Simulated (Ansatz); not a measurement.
Ideal-gas functions of GeH5NOSi, SMILES `[NH]1[SiH2][O][GeH2]1` at 400 K and 1 bar, from an Ansatz frequency run at PBE0-D4/def2-TZVP.

Molar mass 135.74 g/mol, point group Cs (symmetry number 1), electronic degeneracy 1, moments of inertia 55.377, 166.738, 209.705 u Å². Harmonic wavenumbers (cm⁻¹, unscaled): 50, 246, 432, 539, 586, 588, 609, 700, 702, 752, 835, 877, 902, 934, 1015, 1037, 2147, 2153, 2204, 2216, 3707.

Use S(trans) = R[1.5 ln M + 2.5 ln T − 1.1517]; rotational temperatures θ = 24.2544 K / I; S(rot) = R[ln(√π/σ · √(T³/θAθBθC)) + 1.5]; for each mode x = 1.438777 ν̃/T, S = R[x/(eˣ − 1) − ln(1 − e⁻ˣ)] and H = RT x/(eˣ − 1); 1 cm⁻¹ = 0.0119627 kJ/mol; R = 8.31446 J/(mol·K).

**Question.** By hand: the entropy, in J/(mol·K).

**Answer.** Translation 176.2. Rotation: θ = 0.438, 0.1455, 0.1157 K, giving 112.4. Vibration, mode by mode: 22.59, 9.60, 5.44, 4.00, 3.50, 3.48, 3.28, 2.54, 2.52, 2.19, 1.73, 1.53, 1.43, 1.30, 1.03, 0.96, 0.03, 0.03, 0.03, 0.03, 0.00, in all 67.2. Electronic 0.0. Sum 355.8 J/(mol·K).

**Question.** By hand: H − E and G − E in kJ/mol, counted from the electronic energy.

**Answer.** Zero-point energy ½ × 23231 × 0.0119627 = 139.0; thermal vibration 15.0; translation, rotation and pV give 4 RT = 13.3. H − E = 167.3 kJ/mol, and G − E = 167.3 − 400 × 355.8/1000 = 25.0 kJ/mol.

Vibration gives 19 % of the entropy, 22.6 J/(mol·K) of it from the mode under 150 cm⁻¹: soft modes count most, and the harmonic formula is weakest for them.
